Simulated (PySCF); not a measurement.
## Löwdin shares of the frontier orbitals

Species: C6H9FP (charge +1).
Atom-mapped SMILES: `[CH2:1]=[CH:2][P@+:3]1([CH3:4])[C:5]([CH3:6])=[C:7]1[F:8]` (hydrogens: H9, H10 on C1; H11 on C2; H12, H13, H14 on C4; H15, H16, H17 on C6)

Computed with TDDFT CAM-B3LYP/def2-SVPD, vertical, gas phase, core orbitals frozen in the response in PySCF. Isolated species at its GFN2-xTB geometry (one conformer only). Torsions of this conformer, `[CH2:1]=[CH:2][P@+:3]1([CH3:4])[C:5]([CH3:6])=[C:7]1[F:8]`: C1–C2–P3–C4 -174°.

Kohn–Sham orbitals with the atoms that hold most of them (Löwdin shares over 4%, at most four atoms; ? is withheld):

```csv
orbital,ε (eV),atoms
LUMO+2,-3.30,"P3 19%, C4 14%, C7 12%, C5 10%"
LUMO+1,-3.66,"C5 32%, C7 31%, F8 9%, P3 8%"
LUMO,?,?
HOMO,-14.06,"C2 29%, C1 27%, P3 12%, C5 8%"
HOMO-1,-14.20,?
HOMO-2,-15.63,"C7 16%, F8 14%, C5 14%, P3 11%"
HOMO-3,-15.85,"P3 22%, C2 17%, C5 12%, C1 10%"
```

(1) Give the leading atoms of the LUMO.

(2) Give the leading atoms of the HOMO-1.

(3) What is the LUMO energy, and the HOMO–LUMO gap?

Results:

(1) C1 (bonded to C and 2 H) 25%; P3 (bonded to 4 C) 23%; C2 (bonded to C, P and H) 20%; C5 (bonded to 2 C and P) 8%. By element: carbon 52% or more, phosphorus 23%.

(2) C5 (bonded to 2 C and P) 27%; C7 (bonded to C, F and P) 25%; F8 (bonded to C) 12%; C6 (bonded to C and 3 H) 8%. By element: carbon 60% or more, fluorine 12%.

(3) ε(LUMO) = -5.14 eV; the gap is 8.93 eV (0.3280 hartree).

Problem. How does S1 compare with the orbital gap of 8.93 eV?

Solution. S1 is at 5.61 eV (f = 0.0012), 3.31 eV below the gap, made of HOMO-1→LUMO (94%). Its leading pair isn't HOMO and LUMO; the energies of that pair differ by 9.06 eV. 

Problem. One configuration dominates each of S1, S2 and S4. Which, and how do the shares of the two leading atoms of either orbital change from the occupied to the empty one?

Solution. 
- S1 (5.61 eV, f 0.0012), HOMO-1→LUMO (94%): C5 27% → 8%, C7 25% → at most 8%, C1 at most 9% → 25%, P3 at most 9% → 23%
- S2 (6.06 eV, f 0.226), HOMO→LUMO (96%): C2 29% → 20%, C1 27% → 25%, P3 12% → 23%
- S4 (6.84 eV, f 0.030), HOMO→LUMO+1 (82%): C2 29% → at most 9%, C1 27% → at most 9%, C5 8% → 32%, C7 at most 8% → 31%

Löwdin shares depend on the basis, the more so with diffuse functions.

Cost: about 2.4 min of CPU time on one thread; the machine was shared, so the figure is rough.
